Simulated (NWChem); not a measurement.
Molecule: Si2H3F, singlet; SMILES F[Si][SiH3]

```xyz
6

Si     0.4533    -0.9099    -0.5251
F     -0.5537    -1.4629     0.6752
Si    -0.0862     1.4492    -0.1232
H      0.2530     1.8017     1.3071
H     -1.5739     1.6565    -0.2923
H      0.6320     2.4166    -1.0312
```
Atoms are numbered in this order, from 1.

All runs: NWChem. Geometry optimised at PBE-D3(BJ)/def2-SVP; all other runs use it. Pople sets run with spherical d functions. Low-valent species are run as closed-shell singlets; no triplet was tried in these runs.

```tsv
quantity	level	value
highest occupied level (eV)	PW6B95/def2-SVP	-6.54
vertical electron affinity, ΔSCF (eV)	LRC-wPBEh/def2-SVPD	1.29
cavity-dispersion-structure term (kcal/mol) in water	PBE/def2-SVP, SMD	2.5
anisotropy (bohr³), static	PBE/6-31+G*	39.4
dipole (D)	PBE-D3(BJ)/def2-SVP	0.81
highest harmonic frequency (cm⁻¹)	PBE-D3(BJ)/def2-SVP	2147
```
